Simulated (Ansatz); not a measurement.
A nudged elastic band was laid between two geometries of CH5AsO (8 atoms, charge 0, multiplicity 1).

Computed with RKS PBE0-D4/def2-SVP (Ansatz 0.2.0).

- movable images: 9
- climbing image: yes
- spring: 5.0 eV/Å²
- optimiser: quadratic models (default)
- start path: through a guess of the saddle point
- force threshold: 0.05 eV/Å
- iteration limit: 60
- end points: relaxed

Initial state:

```xyz
8
Properties=species:S:1:pos:R:3
C -0.425 0.878 -0.215
O -0.779 -0.143 0.672
As 0.256 -1.601 0.775
H -0.403 0.531 -1.267
H 0.568 1.310 0.018
H -1.178 1.679 -0.132
H 1.617 -0.880 0.831
H 0.435 -1.831 -0.738
```

Final state:

```xyz
8
Properties=species:S:1:pos:R:3
C -0.243 0.956 -0.199
O -0.113 -0.273 0.509
As 1.186 -1.724 -0.241
H -0.520 0.688 -1.225
H 0.707 1.511 -0.219
H -1.036 1.564 0.264
H 0.136 -0.129 1.430
H -0.024 -2.650 -0.374
```

Problem. Which bonds break or form, and what moves?

Solution. Bonds broken: As3–H7. Bonds formed: O2–H7.

Problem. Give the energies along the band, and the barrier.

Solution. It converged. The highest image is number 4 of 0 to 10, 2.20 eV above the first end and 0.58 eV above the last; the last end lies 1.62 eV above the first. The profile has 2 maxima (images 4, 7) with wells between them (image 5): this band takes more than one step, which may be the mechanism or a detour left from its start path. Neighbouring images differ by up to 1.4 eV, so the band resolves the path poorly. A vibrational analysis at the climbing image gives one clearly imaginary mode, 1431i cm⁻¹: a first-order saddle point. The orbitals stay closed-shell, which can raise the energy where a bond breaks towards radicals; this wasn't checked here.

```json
{"image": "0", "path coordinate (Å)": "0.00", "energy (eV)": "0.00", "As3–H7 (Å)": "1.54", "O2–H7 (Å)": "2.51"}
{"image": "1", "path coordinate (Å)": "0.61", "energy (eV)": "0.02", "As3–H7 (Å)": "1.54", "O2–H7 (Å)": "2.51"}
{"image": "2", "path coordinate (Å)": "1.21", "energy (eV)": "0.08", "As3–H7 (Å)": "1.54", "O2–H7 (Å)": "2.48"}
{"image": "3", "path coordinate (Å)": "1.82", "energy (eV)": "0.84", "As3–H7 (Å)": "1.50", "O2–H7 (Å)": "1.94"}
{"image": "4", "path coordinate (Å)": "2.42", "energy (eV)": "2.20", "As3–H7 (Å)": "1.67", "O2–H7 (Å)": "1.26"}
{"image": "5", "path coordinate (Å)": "3.06", "energy (eV)": "1.64", "As3–H7 (Å)": "2.36", "O2–H7 (Å)": "0.97"}
{"image": "6", "path coordinate (Å)": "3.69", "energy (eV)": "1.67", "As3–H7 (Å)": "2.52", "O2–H7 (Å)": "0.97"}
{"image": "7", "path coordinate (Å)": "4.33", "energy (eV)": "1.72", "As3–H7 (Å)": "2.51", "O2–H7 (Å)": "0.97"}
{"image": "8", "path coordinate (Å)": "4.96", "energy (eV)": "1.69", "As3–H7 (Å)": "2.54", "O2–H7 (Å)": "0.97"}
{"image": "9", "path coordinate (Å)": "5.59", "energy (eV)": "1.64", "As3–H7 (Å)": "2.54", "O2–H7 (Å)": "0.97"}
{"image": "10", "path coordinate (Å)": "6.23", "energy (eV)": "1.62", "As3–H7 (Å)": "2.54", "O2–H7 (Å)": "0.97"}
```

Problem. What is the geometry of the highest image?

Solution. 
```xyz
8
Properties=species:S:1:pos:R:3:forces:R:3
C -0.373 0.816 -0.254 -0.01 0.04 -0.03
O -0.433 -0.086 0.823 0.00 -0.02 0.01
As 0.264 -1.966 0.467 0.00 0.02 0.01
H -1.020 0.470 -1.079 0.00 0.00 0.01
H 0.655 0.927 -0.645 0.00 -0.01 0.00
H -0.725 1.800 0.097 0.01 -0.01 0.01
H 0.649 -0.550 1.272 -0.01 0.00 0.00
H 1.074 -1.468 -0.738 0.00 0.00 0.00
```

Run time: 3.1 min on 2 threads of Arm Neoverse V2, on a shared host, peak memory 0.17 GiB.
